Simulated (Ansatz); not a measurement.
Computed with Ansatz on PBE0-D4/def2-TZVP structures; ΔE is electronic, products minus reactants. CCSD(T)/CBS adds triple-zeta CCSD(T) − MP2 to the extrapolated MP2 energy (def2 sets, frozen cores). This one scheme is used for every species. DFT in def2-TZVPP. For Ge outer-core shells are correlated without core-valence functions, which leaves a few kJ/mol of doubt a bond. Scalar relativity is left out up to krypton. Each species was taken in one conformer, which may not be the lowest.

`C[O][Ge]([CH3])([F])[SH]` + H₂ → `C[O][GeH]([CH3])[SH]` + H–F  (hydrogenolysis of a Ge–F bond)

```tsv
species	ωB97M-V energy (Eh)
`C[O][Ge]([CH3])([F])[SH]`	-2730.67947
H₂	-1.16132
`C[O][GeH]([CH3])[SH]`	-2631.35525
H–F	-100.46072
```

Question: Work out ΔE.

Answer: ΔE = (-2631.35525) + (-100.46072) − (-2730.67947) − (-1.16132) = 0.02482 Eh = +65.2 kJ/mol. CCSD(T)/CBS gives +58.9 kJ/mol.

Largest T1 diagnostic among the species: 0.012.

From PBE to PBE0 (25 % exact exchange), in def2-TZVPP and without D4, ΔE moves by −4.9 kJ/mol.
